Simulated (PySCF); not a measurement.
C₆H₈, SMILES C#C[C@@H]1C[C@@H]1C.

The structure is a stationary point at B3LYP-D3(BJ)/def2-SVP. The structure was generated by enumeration; whether it is a known compound was not checked.

Two levels are set side by side: PBE/def2-TZVP (PySCF) and PBE0/def2-TZVP (PySCF). Same geometry, gas phase. Differences are taken from unrounded values.

```csv
quantity,PBE0,PBE,PBE minus PBE0
orbital gap (eV),7.91,5.81,-2.10
highest occupied level (eV),-7.09,-5.94,1.15
lowest empty level (eV),0.83,-0.13,-0.95
dipole moment (D),1.03,1.06,0.03
mean polarisability (bohr³),67.9,69.9,2.0
```

PBE's occupied levels lie high since its potential decays too fast outside the molecule; exact exchange lowers them and widens the gap. Differences between two approximate levels are no errors against the true value.

Rough cost on one machine, each run with all the roots and properties that it gave: PBE0 against PBE within a factor of 2.
